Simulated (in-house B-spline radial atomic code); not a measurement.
**B3LYP (VWN-RPA) excitations of Sb³⁺**

Method: B3LYP (VWN-RPA). Computed with a B-spline radial code for spherical atoms: linear response of the closed shell [Kr] 4d10 5s2 with the functional's adiabatic kernel; scalar-relativistic (spin-free one-electron X2C), finite nucleus, no spin-orbit coupling, no double excitations, S, P, D and F terms only; shells from n = 3 respond. Only terms of natural parity with L up to 3 were computed.

Command:
```bash
python run_td.py task.json out
```
Settings (radii: box in bohr, nucleus in fm):
```
Z                        51
electrons                48
configuration            [Kr] 4d10 5s2
hamiltonian              x2c
method                   b3lyp
box_radius               23.08
rms_radius               4.6802
intervals                72
```

Time taken, with all properties: 1.5 s on 1 thread of Intel(R) Xeon(R) 6975P-C (Granite Rapids) (shared host).

The lowest states, in the order of their Tamm-Dancoff energies; the method's threshold (minus the highest occupied level) is 39.93 eV. Labels give the largest channel, * marks a mixed state, and oscillator strengths are full-response dipole values. Semilocal kernels can invert the small singlet-triplet splittings of Rydberg terms. Energies in eV:

```
     state  full response  Tamm-Dancoff  oscillator strength
5s → 5p 3P          8.666         8.770                    -
5s → 5p 1P              ?             ?                    ?
5s → 5d 3D         21.697        21.711                    -
5s → 5d 1D         22.469        22.486                    -
5s → 6s 3S         23.068        23.071                    -
5s → 6s 1S         23.652        23.683                    -
5s → 6p 3P         26.338        26.345                    -
5s → 6p 1P              ?             ?                    ?
5s → 4f 3F         27.540        27.561                    -
5s → 4f 1F         27.998        28.002                    -
```

Problem. Where does 5s → 5p 1P lie?

Solution. At 11.963 eV in full response, 12.470 eV in Tamm-Dancoff, oscillator strength 1.59.

Problem. Where does 5s → 6p 1P lie?

Solution. At 26.550 eV in full response, 26.592 eV in Tamm-Dancoff, oscillator strength 0.029.

Problem. How large is the singlet-triplet splitting of 5s → 5p (P terms) in Tamm-Dancoff?

Solution. 3.7 eV, from the unrounded values.

Problem. What polarisabilities and dispersion coefficient does the method give?

Solution. Dipole 10.39 bohr³, quadrupole 29.36 bohr⁵, C6 49.78 hartree·bohr⁶ for two such species.
